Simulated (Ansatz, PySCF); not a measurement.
Species: sum formula SiNH$_{2}$F$_{3}$, charge 0, multiplicity 1. SMILES: F[Si](N)(F)F
Geometry from a B3LYP-D3(BJ)/def2-TZVP (Ansatz, a first-principles code) optimisation:
```
Si
F 1 1.5800
F 1 1.5800 2 110.23
F 1 1.5841 2 105.72 3 113.80
N 1 1.6755 2 109.62 4 125.44
H 5 1.0060 1 122.47 2 -38.32
H 5 1.0060 6 112.93 1 163.76
```
Charge 0, spin multiplicity 1.

PBE beside other levels, property by property. Cores are frozen in the correlated levels unless marked. UHF or UKS for open shells. Spin-orbit coupling is left out. No relativistic terms. Basis-set limits of correlation are two-point, X^-3; Hartree-Fock from the larger set. The bracket is a focal-point correction in the basis named. Rows marked 298 K are enthalpies with B3LYP-D3(BJ) harmonic zero-point and thermal terms. Atomisation energies are electronic, to ground-state atoms; the column to compare with has the core term from cc-pwCVTZ added, other frozen-core levels have none. Vertical energies are electronic, to the SCF solution reached for that spin. Frequencies are from Ansatz or PySCF. The coupled-cluster column (Ansatz) is a level with limits of its own: (a) RI-MP2/CBS(aug-cc-pV(T+d)Z,aug-cc-pV(Q+d)Z)+[CCSD(T)-MP2]/aug-cc-pV(T+d)Z; (b) RI-MP2/CBS(cc-pV(T+d)Z,cc-pV(Q+d)Z)+[CCSD(T)-MP2]/cc-pV(T+d)Z; (c) CCSD(T)/CBS(aug-cc-pV(T+d)Z,aug-cc-pV(Q+d)Z); (d) CCSD(T)/CBS(cc-pV(T+d)Z,cc-pV(Q+d)Z).

```tsv
property	PBE/def2-TZVPD (Ansatz)	r2SCAN/def2-TZVPD (Ansatz)	r2SCAN-D4/def2-TZVPD (Ansatz + dftd4)	PBE0/def2-TZVPD (Ansatz)	coupled cluster
F-Si bond dissociation enthalpy, 298 K, to N[Si](F)F + F atom (kcal/mol)	158.1	159.0	159.2	156.8	167.2 (c)
N-Si bond dissociation enthalpy, 298 K, to F[Si](F)F + [NH2] (NH2) (kcal/mol)	111.4	111.8	112.2	113.6	121.2 (b)
vertical ionisation energy to the doublet (eV)	11.18	11.18	11.18	11.34	11.59 (a)
atomisation energy (kcal/mol)	712.4	704.9	705.5	694.3	717.2 (c)
vertical triplet-singlet gap (eV)	6.43	6.49	6.49	6.61	6.88 (a)
H-N bond dissociation enthalpy, 298 K, to [NH][Si](F)(F)F + H atom (kcal/mol)	111.9	110.6	110.7	111.8	116.6 (d)
proton affinity at N, enthalpy at 298 K, to [NH3+][Si](F)(F)F (kcal/mol)	186.1	187.0	187.0	186.7	185.9 (d)
```

As the rows show:
- F-Si bond dissociation enthalpy, 298 K, to N[Si](F)F + F atom: PBE lies 9.1 kcal/mol below coupled cluster.
- N-Si bond dissociation enthalpy, 298 K, to F[Si](F)F + [NH2] (NH2): PBE lies 9.8 kcal/mol below coupled cluster.
- vertical ionisation energy to the doublet: PBE lies 0.41 eV below coupled cluster.
- atomisation energy: PBE lies 4.8 kcal/mol below coupled cluster.
- vertical triplet-singlet gap: PBE lies 0.45 eV below coupled cluster.
- H-N bond dissociation enthalpy, 298 K, to [NH][Si](F)(F)F + H atom: PBE lies 4.7 kcal/mol below coupled cluster.
- proton affinity at N, enthalpy at 298 K, to [NH3+][Si](F)(F)F: PBE lies 0.2 kcal/mol above coupled cluster.
